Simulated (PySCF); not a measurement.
# EPR parameters of [C7H7NS]+

Species: C7H7NS (charge +1 and doublet state).
Geometry (GFN2-xTB, Å), atoms numbered from 1 in this order:
```
atom  x, y, z in Å
C1     4.097   -0.417    0.163
C2     2.710   -0.179    0.019
C3     1.510    0.014   -0.090
C4     0.168    0.245   -0.228
N5    -0.804   -0.325    0.393
C6    -2.012    0.112    0.043
C7    -3.227   -0.435    0.655
C8    -1.984    1.123   -0.949
S9    -0.433    1.515   -1.432
H10    4.423   -0.081    1.151
H11    4.667    0.110   -0.603
H12    4.297   -1.490    0.109
H13   -4.126    0.027    0.260
H14   -3.262   -1.515    0.499
H15   -3.184   -0.303    1.738
H16   -2.848    1.606   -1.367
```

The species is `s1cc(C)nc1[C]=[C+]C` [radical] (charge +1).

Computed, not measured: UKS B3LYP, pcH-1 on C H N S, non-relativistic, mean-field spin-orbit, GIAO (PySCF 2.14.0). Geometry: GFN2-xTB; no solvent, vibrations or thermal averaging. GFN2-xTB frequencies show an imaginary mode (22i cm⁻¹), so this geometry is no minimum at that level. Couplings are sensitive to structure, and on GFN2-xTB geometries they can be far from those on DFT ones, by a factor of two or more for some ions and for spin on atoms past the first row. The SCF solution wasn't tested for stability.

* g1, g2, g3: 2.00139, 2.00207, 2.00681
* g_iso: 2.00342
* Form of g: close to axial: the two nearest values differ by 12 % of g3 − g1
* ⟨S²⟩: 0.7614 (exact 0.7500)
* HOMO–LUMO gap, α and β orbitals: 4.53, 2.84 eV
* Total energy: -723.57155 Eh

Isotropic coupling and dipolar principal values T1 to T3, in 10⁻⁴ cm⁻¹; ρ(0) is the spin density at the nucleus (1 × 10⁻⁴ cm⁻¹ = 2.998 MHz):

```
atom  isotope  a_iso  of which spin–orbit    T1    T2    T3  Mulliken spin population  ρ(0) (bohr⁻³)
  C1      13C   -3.6                  0.0  -0.6  -0.3   0.9                     -0.02        -0.0095
  C2      13C    6.2                  0.0  -8.3  -7.2  15.5                      0.28         0.0165
  C3      13C   -7.2                  0.0  -2.9   0.5   2.4                     -0.02        -0.0191
  C4      13C    6.1                 -0.1  -5.2  -4.6   9.8                      0.17         0.0166
  N5      14N   -1.3                  0.0  -1.2   0.5   0.6                     -0.06        -0.0120
  C6      13C    3.6                  0.0  -6.5  -5.7  12.2                      0.20         0.0097
  C7      13C   -3.1                  0.0  -0.7  -0.2   0.9                     -0.01        -0.0081
  C8      13C    6.7                  0.0  -8.9  -8.7  17.6                      0.29         0.0176
  S9      33S    1.1                  0.0  -4.4  -4.3   8.7                      0.11         0.0095
 H10       1H   20.4                  0.0  -0.9  -0.4   1.3                      0.02         0.0137
 H11       1H    1.2                  0.0  -0.6  -0.4   1.0                      0.00         0.0008
 H12       1H   14.2                  0.0  -0.8  -0.4   1.2                      0.02         0.0095
 H13       1H   -0.1                  0.0  -0.7  -0.5   1.2                      0.00         0.0000
 H14       1H   16.5                  0.0  -0.9  -0.5   1.4                      0.02         0.0111
 H15       1H   16.5                  0.0  -0.9  -0.5   1.4                      0.02         0.0111
 H16       1H   -7.5                  0.0  -4.3  -0.8   5.1                     -0.01        -0.0050
```

The largest Mulliken spin populations are on C8 (+0.29), C2 (+0.28), C6 (+0.20) and C4 (+0.17). Four atoms exceed +0.15.

C3, the radical centre as drawn in `C[C+]=[C]c1nc(C)cs1`, holds a spin population of -0.02 out of 1.

Axes: g1 points within 3° of the C8–S9 bond.

Under fast tumbling the dipolar parts average out, and these isotropic splittings remain: 3 × 1H (H10/H11/H12, I = 1/2, 4 lines) with 1.28 mT, 3 × 1H (H13/H14/H15, I = 1/2, 4 lines) with 1.17 mT, 1 × 1H (H16, I = 1/2, 2 lines) with 0.80 mT and 1 × 14N (N5, I = 1, 3 lines) with 0.14 mT.

Class means assume fast exchange of nuclei equivalent by connectivity; if that motion is slow, each nucleus keeps its own coupling. The three 1H nuclei of mean +35.8 MHz run from 3.7 to 61.2 MHz in the frozen geometry. The three 1H nuclei of mean +32.9 MHz run from -0.2 to 49.4 MHz in the frozen geometry.

The 13C coupling of C3 (-21.5 MHz) shows only in satellite lines or after enrichment, since that isotope makes up about 1.07 % of natural carbon.

The spin density at the nucleus, in bohr⁻³, is negative for C3 (-0.0191), N5 (-0.0120) and C1 (-0.0095), for instance. A restricted open-shell determinant has no negative spin density anywhere; here it arises because α and β orbitals differ (spin polarisation).
